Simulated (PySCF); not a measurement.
F4OW, triplet, at a GFN2-xTB geometry (such geometries of metal compounds can be far from the true shape) (the multiplicity is a formal guess) (core potentials on W); PySCF with HF/def2-SVP.

Input for PySCF:
```python
from pyscf import gto, scf

mol = gto.M(
    atom='''
W     0.005982   -0.119436    0.006868
O     0.771866   -0.294012    1.585369
F    -1.384011    0.593294   -0.988063
F     0.840760    1.655764    0.577823
F     1.083755    0.380215   -1.469503
F    -1.275795   -1.385898    0.414055
''',
    basis='def2-svp',
    ecp={'W': 'def2-svp'},
    charge=0,
    spin=2,
    verbose=4,
)

mf = scf.UHF(mol)
mf.kernel()
```

It wrote (shortened):

```
PySCF version 2.14.0

[INPUT] verbose = 4
[INPUT] num. atoms = 6
[INPUT] num. electrons = 58
[INPUT] charge = 0
[INPUT] spin (= nelec alpha-beta = 2S) = 2
[INPUT] symmetry False subgroup None
[INPUT] Mole.unit = angstrom
[INPUT] Symbol           X                Y                Z      unit          X                Y                Z       unit  Magmom
[INPUT]  1 W      0.005982000000  -0.119436000000   0.006868000000 AA    0.011304341677  -0.225701329414   0.012978639024 Bohr   0.0
[INPUT]  2 O      0.771866000000  -0.294012000000   1.585369000000 AA    1.458615344864  -0.555602157336   2.995913216376 Bohr   0.0
[INPUT]  3 F     -1.384011000000   0.593294000000  -0.988063000000 AA   -2.615401743385   1.121163171348  -1.867168463816 Bohr   0.0
[INPUT]  4 F      0.840760000000   1.655764000000   0.577823000000 AA    1.588806136489   3.128940486914   1.091927218475 Bohr   0.0
[INPUT]  5 F      1.083755000000   0.380215000000  -1.469503000000 AA    2.048000136128   0.718502218452  -2.776958209227 Bohr   0.0
[INPUT]  6 F     -1.275795000000  -1.385898000000   0.414055000000 AA   -2.410903141089  -2.618967656582   0.782450550507 Bohr   0.0

nuclear repulsion = 319.438738700244
number of shells = 42
number of NR pGTOs = 177
number of NR cGTOs = 102
basis = def2-svp
ecp = {'W': 'def2-svp'}

******** <class 'pyscf.scf.uhf.UHF'> ********
method = UHF
initial guess = minao
damping factor = 0
level_shift factor = 0
DIIS = <class 'pyscf.scf.diis.CDIIS'>
diis_start_cycle = 1
diis_space = 8
diis_damp = 0
SCF conv_tol = 1e-09
SCF conv_tol_grad = None
SCF max_cycles = 50
direct_scf = True
direct_scf_tol = 1e-13
number electrons alpha = 30  beta = 28
Set gradient conv threshold to 3.16228e-05
init E= -525.057418908236

cycle= 1 E= -538.351924612782  delta_E= -13.3  |g|= 0.946  |ddm|= 5.31
cycle= 2 E= -538.402039126626  delta_E= -0.0501  |g|= 0.826  |ddm|= 1.37
cycle= 3 E= -538.654302525713  delta_E= -0.252  |g|= 0.0987  |ddm|= 0.647
cycle= 4 E= -538.660290750315  delta_E= -0.00599  |g|= 0.0278  |ddm|= 0.134
cycle= 5 E= -538.661382512515  delta_E= -0.00109  |g|= 0.0189  |ddm|= 0.0476
cycle= 6 E= -538.661878760371  delta_E= -0.000496  |g|= 0.0099  |ddm|= 0.0281
cycle= 7 E= -538.662307379879  delta_E= -0.000429  |g|= 0.0062  |ddm|= 0.0369
cycle= 8 E= -538.66248676728  delta_E= -0.000179  |g|= 0.004  |ddm|= 0.0262
cycle= 9 E= -538.662559658381  delta_E= -7.29e-05  |g|= 0.00274  |ddm|= 0.0167
cycle= 10 E= -538.662598923096  delta_E= -3.93e-05  |g|= 0.002  |ddm|= 0.0121
cycle= 11 E= -538.662625288073  delta_E= -2.64e-05  |g|= 0.0014  |ddm|= 0.0114
cycle= 12 E= -538.662641216178  delta_E= -1.59e-05  |g|= 0.000761  |ddm|= 0.0116
cycle= 13 E= -538.662644625247  delta_E= -3.41e-06  |g|= 0.0005  |ddm|= 0.00467
cycle= 14 E= -538.662645748281  delta_E= -1.12e-06  |g|= 0.000315  |ddm|= 0.00238
cycle= 15 E= -538.662646228575  delta_E= -4.8e-07  |g|= 0.0002  |ddm|= 0.00161
cycle= 16 E= -538.662646382753  delta_E= -1.54e-07  |g|= 0.000139  |ddm|= 0.000775
cycle= 17 E= -538.662646462403  delta_E= -7.97e-08  |g|= 8.68e-05  |ddm|= 0.000597
cycle= 18 E= -538.662646496482  delta_E= -3.41e-08  |g|= 6.83e-05  |ddm|= 0.00032
cycle= 19 E= -538.662646513932  delta_E= -1.75e-08  |g|= 5.87e-05  |ddm|= 0.000175
cycle= 20 E= -538.662646540537  delta_E= -2.66e-08  |g|= 4.74e-05  |ddm|= 0.000297
cycle= 21 E= -538.662646562599  delta_E= -2.21e-08  |g|= 3.73e-05  |ddm|= 0.000302
cycle= 22 E= -538.662646581339  delta_E= -1.87e-08  |g|= 2.57e-05  |ddm|= 0.000363
cycle= 23 E= -538.662646589232  delta_E= -7.89e-09  |g|= 1.65e-05  |ddm|= 0.000254
cycle= 24 E= -538.662646592153  delta_E= -2.92e-09  |g|= 8.11e-06  |ddm|= 0.000192
cycle= 25 E= -538.66264659256  delta_E= -4.07e-10  |g|= 4.93e-06  |ddm|= 6.44e-05
Extra cycle  E= -538.662646592604  delta_E= -4.37e-11  |g|= 3.97e-06  |ddm|= 9.95e-06
converged SCF energy = -538.662646592604  <S^2> = 2.0206371  2S+1 = 3.0137267
```
